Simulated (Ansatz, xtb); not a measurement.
**CH4Al2B: where a starting geometry ends**

The starting geometry of this gas-phase doublet was built from a drawn formula by distance geometry and a force field; its bonds are those of `[B]1[AlH][CH2][AlH]1`.

```json
{"atom": "C", "x (Å)": "-0.2866", "y (Å)": "-0.2921", "z (Å)": "-1.3714"}
{"atom": "Al", "x (Å)": "0.4535", "y (Å)": "1.2426", "z (Å)": "-2.4629"}
{"atom": "Al", "x (Å)": "-1.3336", "y (Å)": "0.7496", "z (Å)": "-0.1233"}
{"atom": "B", "x (Å)": "-0.6830", "y (Å)": "2.4534", "z (Å)": "-1.1610"}
{"atom": "H", "x (Å)": "1.4489", "y (Å)": "1.4022", "z (Å)": "-3.6831"}
{"atom": "H", "x (Å)": "-0.8538", "y (Å)": "-1.0021", "z (Å)": "-1.9354"}
{"atom": "H", "x (Å)": "0.5726", "y (Å)": "-0.8243", "z (Å)": "-0.8363"}
{"atom": "H", "x (Å)": "-2.2993", "y (Å)": "0.4357", "z (Å)": "1.1333"}
```

Problem. Predict what it relaxes into with r2SCAN-D4/def2-SVP.

Solution. It keeps its bonds, and is `[B]1[AlH][CH2][AlH]1`.

The energy falls by 0.33 eV over 6 steps:

```json
{"step": "1", "E − E(last) (eV)": "0.330"}
{"step": "2", "E − E(last) (eV)": "0.047"}
{"step": "3", "E − E(last) (eV)": "0.008"}
{"step": "4", "E − E(last) (eV)": "0.001"}
{"step": "5", "E − E(last) (eV)": "0.000"}
{"step": "6", "E − E(last) (eV)": "0.000"}
```

Final geometry (Å):

```yaml
atoms:
  - { symbol: C, position_ang: [-0.2651, -0.1364, -1.3517] }
  - { symbol: Al, position_ang: [0.5131, 1.3011, -2.5269] }
  - { symbol: Al, position_ang: [-1.4344, 0.8026, -0.0086] }
  - { symbol: B, position_ang: [-0.6603, 2.2526, -1.1845] }
  - { symbol: H, position_ang: [1.5067, 1.2249, -3.7594] }
  - { symbol: H, position_ang: [-0.8672, -0.8415, -1.9581] }
  - { symbol: H, position_ang: [0.5455, -0.6867, -0.8342] }
  - { symbol: H, position_ang: [-2.3198, 0.2482, 1.1834] }
```

From the same start GFN2-xTB reaches the same bonding as this run.

No frequencies were run, so the end isn't proven a minimum. Open shells are spin-unrestricted. Run with Ansatz 0.2.0, 38 s on 2 threads of Intel(R) Xeon(R) Platinum 8259CL CPU @ 2.50GHz (Skylake/Cascade Lake) (shared host).
